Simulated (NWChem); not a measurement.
System: BCl2, doublet; SMILES [B](Cl)Cl

Input file for NWChem:

```
start job
memory heap 200 mb stack 900 mb global 1100 mb
geometry units angstroms noautosym nocenter noautoz
  Cl     1.530211     0.000000    -0.099726
  B      0.000000     0.000000     0.703551
  Cl    -1.530211     0.000000    -0.099726
end
basis spherical
  * library def2-tzvp
end
dft
  odft
  mult 2
  xc hfexch
  iterations 150
end
property
  efieldgrad
end
task dft property
```

In the optimisation the excess spin sits in a1 (C2v, its own frame). Geometry: optimised at PBE0/def2-SVP, spin-unrestricted. No stability test was run on the SCF state.

Vzz is the largest principal value of the second derivative of the potential at the nucleus (NWChem prints the opposite sign); η is the asymmetry. Non-relativistic.

Atoms are numbered as in the input.

What results follow from this input? (UHF/def2-TZVP.) Quantities: Vzz Cl3 (a.u.); η Cl3; Vzz B2 (a.u.); η B2.


```
Quantity        Result
--------------  ------
Vzz Cl3 (a.u.)   2.145
η Cl3             0.51
Vzz B2 (a.u.)    0.397
η B2              0.26
```
